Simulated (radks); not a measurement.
Values are calculated unless marked as measured or tabulated.
How relativity changes the ionisation of the tellurium ion Te45+ ([He] 2s2 2p3) to Te46+ ([He] 2s2 2p2). Spin-unpolarised spherical Kohn-Sham, PBE, point nucleus unless stated (finite: rms radius 4.7423 fm), a radial shooting solver on a logarithmic mesh with Libxc functionals. A level marked "c x" has the speed of light scaled by that factor and shares open shells by 2j + 1; other Dirac levels either fill j = l - 1/2 first or share by 2j + 1.

level                               E(Te45+) (hartree)  E(Te46+) (hartree)  IE (eV)   HOMO  <r> HOMO (bohr)
non-rel.                                   -4170.24338         -3888.12247   7676.9     2p           0.1024
scalar-rel.                                -4319.32533         -4032.12516   7815.1     2p          0.09976
scalar-rel., finite nucleus                -4319.11950         -4031.91884   7815.1     2p          0.09976
Dirac, 2j+1 shares                         -4320.33281         -4032.80711   7824.0  2p3/2           0.1012
Dirac, low j first                         -4331.49828         -4047.98319   7714.8  2p3/2           0.1013
Dirac, 2j+1 shares, finite nucleus         -4320.12668         -4032.60058   7824.0  2p3/2           0.1012
Dirac, c x 0.75                            -4454.99547         -4162.74689   7952.5  2p3/2           0.1003
Dirac, c x 0.85                            -4384.57743         -4094.78442   7885.7  2p3/2           0.1007
Dirac, c x 2                               -4205.68864         -3922.27709   7712.0  2p3/2           0.1021

NIST Atomic Spectra Database: 7714 eV (theoretical). The relativistic part of the total energy of Te45+ is -149.9 hartree (Dirac, 2j+1 shares, finite nucleus), 3.6 % of the non-relativistic value. Spin polarisation and multiplet splitting of open shells are left out at every level.

Beside tabulated values, note that relativity, absent from the non-relativistic runs, is large for the heavy elements, and spin-unpolarised runs miss the spin-polarisation part of the exchange energy of open shells.
